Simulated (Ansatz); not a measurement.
Consider the silylene formation by 1,1-elimination: `F[SiH2][GeH3]` → GeH₄ + `F[SiH]`.

Isolated molecules relaxed with PBE0-D4/def2-TZVP in Ansatz; ΔE leaves out vibrations. CBS: MP2 limit from def2 TZ/QZ plus the TZ coupled-cluster correction, frozen cores. This one scheme is used for every species. Functionals use def2-TZVPP. B3LYP here is the variant with VWN-RPA as its local correlation; programs differ in this. HSE06 is defined as in plane-wave codes. For Ge outer-core shells are correlated without core-valence functions, which leaves a few kJ/mol of doubt a bond. Scalar relativity is left out up to krypton.

| level | ΔE (kcal/mol) | difference from CCSD(T)/CBS |
| --- | --- | --- |
| LDA (SPW92) | 56.0 | 5.6 |
| PBE-D4 | 51.0 | 0.6 |
| revPBE-D4 | 49.5 | -0.9 |
| BLYP-D4 | 45.8 | -4.6 |
| r2SCAN-D4 | 54.9 | 4.5 |
| B97M-V | 48.6 | -1.8 |
| PBE0-D4 | 53.6 | 3.2 |
| HSE06-D4 | 53.5 | 3.1 |
| BHLYP-D4 | 51.5 | 1.1 |
| CAM-B3LYP-D4 | 49.6 | -0.8 |
| ωB97X-V | 51.9 | 1.5 |
| ωB97M-V | 47.6 | -2.8 |
| B2PLYP | 48.4 | -2.0 |
| PBE-QIDH | 54.3 | 3.9 |
| PBE | 49.5 | -0.9 |
| revPBE | 46.4 | -4.0 |
| BLYP | 42.7 | -7.7 |
| r2SCAN | 54.5 | 4.1 |
| PBE0 | 52.2 | 1.8 |
| B3LYP | 46.2 | -4.2 |
| r2SCANh | 54.8 | 4.4 |
| r2SCAN0 | 55.3 | 4.9 |
| BHLYP | 49.1 | -1.3 |
| CAM-B3LYP | 48.2 | -2.2 |
| LC-ωPBE | 53.6 | 3.2 |
| RPA@PBE/def2-TZVPP | 44.3 | -6.1 |
| HF/def2-SVP | 45.5 | -4.9 |
| MP2/def2-SVP | 48.9 | -1.5 |
| CCSD(T)/def2-SVP | 44.9 | -5.5 |
| HF/def2-TZVPP | 46.6 | -3.8 |
| MP2/def2-TZVPP | 52.1 | 1.7 |
| SCS-MP2/def2-TZVPP | 49.4 | -1.0 |
| CCSD/def2-TZVPP | 48.1 | -2.3 |
| CCSD(T)/def2-TZVPP | 48.6 | -1.8 |
| HF/def2-QZVPP | 46.4 | -4.0 |
| MP2/def2-QZVPP | 53.0 | 2.6 |
| SCS-MP2/def2-QZVPP | 50.4 | 0.0 |
| HF/CBS(def2) | 46.4 | -4.0 |
| MP2/CBS(def2) | 53.9 | 3.5 |
| CCSD/CBS(def2) | 49.9 | -0.5 |
| CCSD(T)/CBS | 50.4 | 0 |

Largest T1 diagnostic among the species: 0.015.

The D4 term adds +2.5 kcal/mol with B3LYP and +1.3 kcal/mol with PBE0; it sums over pairs of atoms, weighted by their polarisabilities, and B3LYP, whose exchange is more repulsive, gets the larger term. In def2-TZVPP, CCSD(T) changes the Hartree–Fock value by +2.0 kcal/mol (the triples alone add +0.5 kcal/mol) and MP2 by +5.5 kcal/mol.
